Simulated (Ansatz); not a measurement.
Basis-set extrapolation for `C1OC[SiH2]O1` (PBE0-D4/def2-TZVP geometry, frozen core, Ansatz 0.2.0). Multiplicity 1, RHF reference.

|  | def2-TZVPP | def2-QZVPP |
| --- | --- | --- |
| HF | -518.011257 | -518.031315 |
| MP2 correlation | -0.922989 | -0.991734 |
| CCSD(T) correlation | -0.995766 | not run |

Energies in hartree. Use E(X) = E(∞) + A·exp(−7.88·√X) for Hartree–Fock and E(X) = E(∞) + B·X^(−2.97) for correlation, with X = 3 and 4, and add CCSD(T) minus MP2 of the smaller set to the MP2 limit.

Question: What is the CCSD(T) energy at the basis-set limit?

Answer: HF limit: -518.031315 + (-0.020058) × 0.13774 = -518.03408. MP2 limit: -0.991734 + (-0.068745) × 0.74074 = -1.04266. Higher-order term: -0.995766 − (-0.922989) = -0.07278. Total: -519.14952 hartree, 3.88 eV below CCSD(T)/def2-TZVPP.
